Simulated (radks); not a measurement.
Q: The mean radii <r> (bohr) of the occupied orbitals of an atom or ion are listed with their occupations. All-electron calculation, scalar-relativistic Kohn-Sham, PBE, spin-unpolarised, spherical densities, point nucleus. Program: a radial shooting solver on a logarithmic mesh with Libxc functionals.

| orbital | occ. | <r> |
|---|---|---|
| 1s | 2 | 0.03183 |
| 2s | 2 | 0.1358 |
| 2p | 6 | 0.1181 |
| 3p | 1 | 0.3163 |

Name the element and its charge.

A: Z = 46, palladium, charge +35: Pd35+ in [Ne] 3p1. The 1s radius gives Z: for a bare nucleus <r> = (2 gamma + 1)/(2Z) with gamma = sqrt(1 - (Z/c)^2), 0.03135 bohr for Z = 46, and screening makes it slightly larger (0.03183 here). The occupations add up to 11, and the charge is Z minus that.
